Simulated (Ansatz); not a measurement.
One change: `N#CC1CCCCC1` becomes `ClC1CCCCC1`.

Ansatz, PBE0-D4/def2-TZVP geometries, multiplicity 1. 

| property | `N#CC1CCCCC1` |
| --- | --- |
| HOMO energy (PBE/def2-TZVPP) / eV | -7.47 |
| HOMO energy (B3LYP/def2-TZVPP) / eV | -8.59 |
| LUMO energy (ωB97M-V/def2-TZVPP) / eV | 2.10 |
| size of the dipole moment (ωB97M-V/def2-TZVPP) / D | 4.07 |
| size of the dipole moment (B3LYP/def2-TZVPP) / D | 4.09 |
| LUMO energy (B3LYP/def2-TZVPP) / eV | 0.29 |

(1) What does the change do to each property? (Estimate.)

## Answers

(1) The calculation gave: 
| property | `ClC1CCCCC1` | shift |
| --- | --- | --- |
| HOMO energy (PBE/def2-TZVPP) / eV | -6.68 | 0.79 |
| HOMO energy (B3LYP/def2-TZVPP) / eV | -7.82 | 0.77 |
| LUMO energy (ωB97M-V/def2-TZVPP) / eV | 2.40 | 0.30 |
| size of the dipole moment (ωB97M-V/def2-TZVPP) / D | 2.07 | -2.00 |
| size of the dipole moment (B3LYP/def2-TZVPP) / D | 2.08 | -2.01 |
| LUMO energy (B3LYP/def2-TZVPP) / eV | 0.65 | 0.36 |

With PBE0 the HOMO rises by 0.72 eV and the LUMO rises by 0.38 eV, so the gap narrows by about 0.34 eV. PBE moves the HOMO by 0.79 eV and ωB97M-V by 0.69 eV. Dipoles are sizes alone; their direction can turn.

Positive LUMOs are unbound, so they and the gaps depend on the basis.

B3LYP here is the variant with VWN-RPA as its local correlation; programs differ in this.
